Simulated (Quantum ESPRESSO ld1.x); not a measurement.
Values are calculated unless marked as measured or tabulated.
Question: The aluminium ion Al+, configuration [Ne] 3s2. Code: ld1.x of Quantum ESPRESSO 7.5. Model: non-relativistic Kohn-Sham, PBE, spin-unpolarised, spherical densities, point nucleus. Some entries of the table are withheld. Estimate them.

orbital  occ.  eigenvalue (hartree)  <r> (bohr)
1s          2              -55.7183      0.1205
2s          2              -4.26498         (1)
2p          6                   (2)      0.6034
3s          2                   (3)         (4)

Answer: 
(1) 2s <r> (bohr): 0.6276
(2) 2p eigenvalue (hartree): -2.86770
(3) 3s eigenvalue (hartree): -0.54333
(4) 3s <r> (bohr): 2.381
